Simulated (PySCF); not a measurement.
Species: C4H6F4Ge.
Numbering: `[F:1][C:2]([F:3])([F:4])[C@@:5]1([F:6])[CH2:7][CH2:8][GeH2:9]1` (hydrogens: H10, H11 on C7; H12, H13 on C8; H14, H15 on Ge9)

Computed with PySCF at PBE0/def2-SVPD, non-relativistic, on one gas-phase PBE0-D3(BJ)/def2-SVP geometry that isn't relaxed in the solvent. The solvent is an IEF-PCM continuum (Bondi radii, 1.10 Å for H, scaled by 1.2), and excitations are vertical TDDFT with non-equilibrium linear response and a frozen core. The model holds no explicit solvent molecules, cavitation or dispersion. Spin–orbit coupling is left out although an atom past zinc is present.

Gas-phase singlets (H = HOMO, L = LUMO):

```tsv
state	E (eV)	λ (nm)	f	leading configuration
S1	6.842	181	0.036	H→L 57%
S2	7.157	173	0.068	H-1→L 58%
S3	7.609	163	0.018	H→L+1 91%
S4	7.649	162	0.016	H→L+2 50%
S5	7.855	158	0.067	H-1→L+1 72%
```

Give the list for cyclohexane (ε = 2.017), n² = 2.04.

```csv
state,E (eV),λ (nm),f,leading configuration,change by rank (eV)
S1,6.850,181,0.041,H→L 50%,+0.008
S2,7.134,174,0.108,H-1→L 50%,-0.023
S3,7.649,162,0.048,H→L+1 83%,+0.040
S4,7.657,162,0.008,H→L+2 79%,+0.008
S5,7.816,159,0.120,H-1→L+1 81%,-0.039
```

What are the lowest 5 singlets in methanol (ε = 32.61)?

```json
{"state": "S1", "E (eV)": "6.869", "λ (nm)": "181", "f": "0.032", "leading configuration": "H-1→L 64%", "change by rank (eV)": "+0.027"}
{"state": "S2", "E (eV)": "7.155", "λ (nm)": "173", "f": "0.096", "leading configuration": "H→L 58%", "change by rank (eV)": "-0.002"}
{"state": "S3", "E (eV)": "7.675", "λ (nm)": "162", "f": "0.027", "leading configuration": "H→L+2 53%", "change by rank (eV)": "+0.066"}
{"state": "S4", "E (eV)": "7.719", "λ (nm)": "161", "f": "0.012", "leading configuration": "H→L+1 63%", "change by rank (eV)": "+0.070"}
{"state": "S5", "E (eV)": "7.794", "λ (nm)": "159", "f": "0.149", "leading configuration": "H-1→L+1 81%", "change by rank (eV)": "-0.061"}
```

The ground-state energy changes by -0.126 eV from gas to methanol. By how much does the total energy of gas-phase S3 change?

E(S3) = E(S0) + excitation energy, so it changes by -0.126 + 0.110 = -0.016 eV: it is lowered less than the ground state, which is what a blue shift means. This is the vertical state, with the slow part of the continuum still set for S0.

How do the frontier levels move from gas to methanol?

```json
{"orbital": "LUMO+2", "gas (eV)": "0.71", "solvent (eV)": "0.91", "change (eV)": "+0.20"}
{"orbital": "LUMO+1", "gas (eV)": "0.35", "solvent (eV)": "0.58", "change (eV)": "+0.23"}
{"orbital": "LUMO", "gas (eV)": "-0.31", "solvent (eV)": "-0.02", "change (eV)": "+0.29"}
{"orbital": "HOMO", "gas (eV)": "-8.36", "solvent (eV)": "-8.20", "change (eV)": "+0.16"}
{"orbital": "HOMO-1", "gas (eV)": "-8.61", "solvent (eV)": "-8.28", "change (eV)": "+0.33"}
{"orbital": "HOMO-2", "gas (eV)": "-9.74", "solvent (eV)": "-9.44", "change (eV)": "+0.30"}
{"orbital": "HOMO-3", "gas (eV)": "-10.13", "solvent (eV)": "-9.93", "change (eV)": "+0.20"}
```

The HOMO–LUMO gap goes from 8.05 to 8.19 eV. Rows go by rank; for LUMO+2 the atom shares or the degeneracy differ between the runs, so the row needn't follow one orbital.

Hardware: one thread of an AMD EPYC 9R14 (shared host). Cost: 41 s, 1.1 GiB resident at most. This is the whole response run at PBE0/def2-SVPD in methanol, SCF included.

Shape of the structure used: `[F:1][C:2]([F:3])([F:4])[C@@:5]1([F:6])[CH2:7][CH2:8][GeH2:9]1`: F1–C2–C5–F6 59°.
